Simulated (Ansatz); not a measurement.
Input for Ansatz (a program for electronic structure): R-CCSD(T)/aug-cc-pVDZ on CH3Br (SMILES CBr). The run froze 15 orbitals, filled d shells among them.

Ansatz 0.2 input:
```yaml
crystal:
  periodic: [false, false, false]
  atoms:
    - {symbol: C, position_ang: [0.26599339, -1.04725861, 3.94774135]}
    - {symbol: Br, position_ang: [1.53544756, 0.44174008, 3.92642142]}
    - {symbol: H, position_ang: [-0.46866093, -0.86151406, 3.17270199]}
    - {symbol: H, position_ang: [-0.19369966, -1.07224854, 4.92935557]}
    - {symbol: H, position_ang: [0.82303090, -1.95663552, 3.75188295]}
basis:
  gaussian:
    orbitals: aug-cc-pVDZ
magnetization: {spin_polarized: false}
correlation: {method: ccsd_t, electrons: outside_noble_gas}
scf: {lower_state_search: off}
```

Question: Predict the final total energy.

Answer: -2612.3231 hartree (reference determinant -2612.0055, T1 diagnostic 0.009).
